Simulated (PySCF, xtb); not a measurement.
NaF, SMILES [F][Na].

Harmonic wavenumbers (cm⁻¹) from xtb 6.7.1 with GFN2-xTB at its own minimum, in rising order: 502.

Task: What does PBE-D3(BJ)/def2-TZVPD in PySCF give at its own minimum? (Estimate from the structure and the level; the computed values follow.)

Result: 510. Paired by order, the mean absolute difference is 9 cm⁻¹ and the zero-point energies are 0.7 and 0.7 kcal/mol.
